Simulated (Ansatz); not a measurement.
Born–Oppenheimer molecular dynamics of HI (2 atoms, charge 0, multiplicity 1). It starts from a relaxed structure.

The calculation used UKS PBE/def2-SVPD in Ansatz 0.2.0.

```
ensemble        : NVT, Langevin thermostat
time step       : 0.25 fs
steps asked     : 150
set temperature : 200 K
friction        : 0.01 /fs
seed            : 618360
```

First frame:

```xyz
2
Properties=species:S:1:pos:R:3
I -0.693 0.249 -0.351
H 0.693 -0.249 0.351
```

Q: What does the run give?

A: All steps were run.

```json
{
 "steps done": "150",
 "time covered": "37.5 fs",
 "mean temperature over the second half": "119 K",
 "spread of the potential energy over the second half": "1.2 meV per atom",
 "mean potential energy of the second half above the start": "1.2 meV per atom"
}
```

The mean temperature of the second half is 40 % below the set value. A run of 0.037 ps of so small a system gives no equilibrium averages.

Q: What happens to the structure?

A: The same pairs are bonded in the first frame and the last. Pairs count as bonded within 1.25 times the sum of covalent radii (0.12 Å more for H–H). The details hang on the random start.

Q: How do temperature and energy run in time?

A: 
| time (fs) | T (K) | potential energy less start (eV) |
| --- | --- | --- |
| 0.0 | 100 | 0.000 |
| 1.2 | 82 | 0.000 |
| 2.5 | 102 | 0.000 |
| 3.8 | 90 | 0.001 |
| 5.0 | 100 | 0.002 |
| 6.2 | 86 | 0.003 |
| 7.5 | 124 | 0.003 |
| 8.8 | 87 | 0.003 |
| 10.0 | 111 | 0.002 |
| 11.2 | 114 | 0.000 |
| 12.5 | 130 | 0.000 |
| 13.8 | 148 | 0.001 |
| 15.0 | 136 | 0.002 |
| 16.2 | 151 | 0.003 |
| 17.5 | 120 | 0.002 |
| 18.8 | 102 | 0.001 |
| 20.0 | 112 | 0.000 |
| 21.2 | 157 | 0.001 |
| 22.5 | 121 | 0.004 |
| 23.8 | 108 | 0.006 |
| 25.0 | 86 | 0.007 |
| 26.2 | 80 | 0.007 |
| 27.5 | 125 | 0.003 |
| 28.8 | 143 | 0.000 |
| 30.0 | 146 | 0.000 |
| 31.2 | 128 | 0.001 |
| 32.5 | 151 | 0.002 |
| 33.8 | 119 | 0.002 |
| 35.0 | 101 | 0.001 |
| 36.2 | 113 | 0.000 |
| 37.5 | 88 | 0.002 |

Run time: 3 min on 1 thread of Arm Neoverse N1, with other jobs on the host, peak memory 0.09 GiB.
